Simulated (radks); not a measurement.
Species: Tb V. Configuration: [Kr] 4d10 4f7 5s2 5p4 5d2 (not the ground configuration). All-electron calculation, Dirac Kohn-Sham, exchange-only B88, spin-unpolarised, spherical densities, finite nucleus; open shells fill j = l - 1/2 first; Fermi nuclear charge, rms radius 5.06 fm. Program: a radial shooting solver on a logarithmic mesh with Libxc functionals.

Unscreened Slater integrals over Kohn-Sham orbitals (eV). Large and small components are both included. Empty in this configuration: 5d5/2.

integral,value
"F0(5d3/2,5d3/2)",13.052
"F2(5d3/2,5d3/2)",6.9556
"F0(5d3/2,4f7/2)",16.382
"F2(5d3/2,4f7/2)",4.5064
"G3(5d3/2,4f7/2)",1.7129
"G5(5d3/2,4f7/2)",1.3273
"F0(5d3/2,4f5/2)",16.404
"F2(5d3/2,4f5/2)",4.4657
"G1(5d3/2,4f5/2)",1.9629
"G3(5d3/2,4f5/2)",1.6797
"F0(5d3/2,5p3/2)",14.519
"F2(5d3/2,5p3/2)",7.4084
"G1(5d3/2,5p3/2)",9.0057
"G3(5d3/2,5p3/2)",5.6181
"F0(5d3/2,5d5/2)",12.950
"F2(5d3/2,5d5/2)",6.9018
"G2(5d3/2,5d5/2)",6.8981
"G4(5d3/2,5d5/2)",4.6302
"F0(4f7/2,4f7/2)",32.289
"F2(4f7/2,4f7/2)",15.463
"F4(4f7/2,4f7/2)",9.7225
"F6(4f7/2,4f7/2)",7.0004
"F0(4f7/2,4f5/2)",32.457
"F2(4f7/2,4f5/2)",15.544
"F4(4f7/2,4f5/2)",9.7744
"G2(4f7/2,4f5/2)",15.507
"G4(4f7/2,4f5/2)",9.7520
"G6(4f7/2,4f5/2)",7.0221
"F0(4f7/2,5p3/2)",20.213
"F2(4f7/2,5p3/2)",6.9326
"G2(4f7/2,5p3/2)",3.3412
"G4(4f7/2,5p3/2)",2.6565
"F0(4f7/2,5d5/2)",16.158
"F2(4f7/2,5d5/2)",4.3753
"F4(4f7/2,5d5/2)",2.1836
"G1(4f7/2,5d5/2)",1.9075
"G3(4f7/2,5d5/2)",1.6379
"G5(4f7/2,5d5/2)",1.2726
"F0(4f5/2,4f5/2)",32.626
"F2(4f5/2,4f5/2)",15.628
"F4(4f5/2,4f5/2)",9.8281
"F0(4f5/2,5p3/2)",20.251
"F2(4f5/2,5p3/2)",6.8861
"G2(4f5/2,5p3/2)",3.2749
"G4(4f5/2,5p3/2)",2.6117
"F0(4f5/2,5d5/2)",16.179
"F2(4f5/2,5d5/2)",4.3353
"F4(4f5/2,5d5/2)",2.1542
"G1(4f5/2,5d5/2)",1.8567
"G3(4f5/2,5d5/2)",1.6037
"G5(4f5/2,5d5/2)",1.2480
"F0(5p3/2,5p3/2)",16.800
"F2(5p3/2,5p3/2)",9.1153
"F0(5p3/2,5d5/2)",14.368
"F2(5p3/2,5d5/2)",7.2778
"G1(5p3/2,5d5/2)",8.7528
"G3(5p3/2,5d5/2)",5.4630
"F0(5d5/2,5d5/2)",12.851
"F2(5d5/2,5d5/2)",6.8530
"F4(5d5/2,5d5/2)",4.6004
